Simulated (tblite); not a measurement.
Compound: C8H6O.
Cartesian coordinates in Å at the GFN2-xTB level; atoms count from 1:
```
atom  x, y, z in Å
O1    -3.2911   -0.1103    1.1095
C2    -2.4722   -0.6828    0.4343
C3    -1.0877   -0.2552    0.2201
C4    -0.6399    0.9139    0.8355
C5     0.6691    1.4052    0.6928
C6     1.4391    0.6223   -0.1060
C7     1.0047   -0.5375   -0.7216
C8    -0.2424   -1.0452   -0.6078
C9     2.4138   -0.1182   -0.9512
H10   -2.7317   -1.6217   -0.0967
H11   -1.3507    1.4513    1.4464
H12    0.9905    2.3118    1.1820
H13   -0.6051   -1.9487   -1.0752
H14    3.2115   -0.6714   -0.4685
H15    2.6878    0.2944   -1.9156
```

Computed values, GFN2-xTB/tblite, gas phase, harmonic and unscaled. Against measured fundamentals such values can be off by several per cent, at times by over 20. One conformer, not necessarily the lowest.

Harmonic wavenumbers (cm⁻¹): 91.9, 186.7, 202.8, 267.8, 324.9, 423.8, 443.4, 465.9, 586.6, 635.4, 697.6, 803.5, 851.2, 871.6, 904.2, 929.3, 952.7, 969.6, 972.9, 977.3, 1056.6, 1093.4, 1134.2, 1178.4, 1235.3, 1345.9, 1358.0, 1421.7, 1425.4, 1446.7, 1646.6, 1734.4, 1768.4, 2745.1, 3020.9, 3025.1, 3066.8, 3078.2, 3091.0.

A = 4881, B = 1163, C = 944.8 MHz; mass 118.042 u (most abundant isotopes); point group Cs, symmetry number 1.

Q: What is the zero-point energy?

A: Half the sum of the wavenumbers: 24216 cm⁻¹ = 69.24 kcal/mol.

Q: What is S at 273.15 K and 1 bar for an ideal gas of classical rigid rotors and harmonic oscillators?

A: Translation 39.80, rotation 28.22, vibration 14.25: S = 82.3 cal/(mol K).

Q: And Cp and H(273.15 K) − H(0)?

A: Cp = 27.92 cal/(mol K), of which vibrations give 19.97 (their classical limit is 39 R = 77.5); H(273.15 K) − H(0) = 4.53 kcal/mol without the zero-point energy, 2.36 from vibrations.

Q: What must be added to the electronic energy to get the Gibbs energy at 273.15 K and 1 bar?

A: ZPE + [H(273.15 K) − H(0)] − T·S = 69.24 + 4.53 − 22.47 = 51.30 kcal/mol.

Q: How do the functions run with temperature in this model?

A: 
```tsv
T (K)	S (cal/(mol K))	Cp (cal/(mol K))	H − H(0) (kcal/mol)	G − H(0) (kcal/mol)	ln q(vib)
50	55.2	9.6	0.42	-2.34	0.08
100	63.0	13.4	1.00	-5.30	0.47
298.15	84.8	30.2	5.25	-20.04	3.24
373.15	92.3	36.8	7.77	-26.68	4.50
500	104.4	46.2	13.05	-39.17	6.77
750	125.8	58.8	26.31	-68.02	11.36
1000	143.8	66.5	42.04	-101.78	15.79
```

q(vib) and H(0) count from the zero-point level.

Hindered rotation and anharmonicity are outside this model. Other conformers, if any are populated, would add a mixing term that is left out.

Time: 1.4 s wall, 1.3 s CPU. Hardware: one thread of an Intel Xeon at 2.50 GHz, on a shared host. This covers the Hessian and the dipole derivatives.
